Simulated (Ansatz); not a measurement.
Start from `F[SiH](Cl)C#[C][GeH3]` and change one atom or group to get `F[SiH](Cl)C#C[SiH2]Cl`.

Ansatz, PBE0-D4/def2-TZVP geometries, multiplicity 1. 

Scalar relativity is left out up to krypton.

```csv
property,`F[SiH](Cl)C#[C][GeH3]`
size of the dipole moment (B3LYP/def2-TZVPP) / D,2.44
HOMO–LUMO gap (ωB97M-V/def2-TZVPP) / eV,11.66
HOMO energy (ωB97M-V/def2-TZVPP) / eV,-10.76
HOMO–LUMO gap (PBE0/def2-TZVPP) / eV,7.46
LUMO energy (PBE/def2-TZVPP) / eV,-1.98
LUMO energy (PBE0/def2-TZVPP) / eV,-1.11
```

(1) Give the same properties after the change, and the shifts. (Estimate.)

## Answers

(1) The calculation gave: 
| property | `F[SiH](Cl)C#C[SiH2]Cl` | shift |
| --- | --- | --- |
| size of the dipole moment (B3LYP/def2-TZVPP) / D | 0.83 | -1.61 |
| HOMO–LUMO gap (ωB97M-V/def2-TZVPP) / eV | 11.38 | -0.28 |
| HOMO energy (ωB97M-V/def2-TZVPP) / eV | -11.05 | -0.29 |
| HOMO–LUMO gap (PBE0/def2-TZVPP) / eV | 7.18 | -0.28 |
| LUMO energy (PBE/def2-TZVPP) / eV | -2.54 | -0.56 |
| LUMO energy (PBE0/def2-TZVPP) / eV | -1.67 | -0.56 |

With PBE0 the HOMO falls by 0.30 eV and the LUMO falls by 0.56 eV, so the gap narrows by about 0.26 eV. PBE moves the HOMO by -0.26 eV and ωB97M-V by -0.29 eV. Dipoles are sizes alone; their direction can turn.

B3LYP here is the variant with VWN-RPA as its local correlation; programs differ in this.
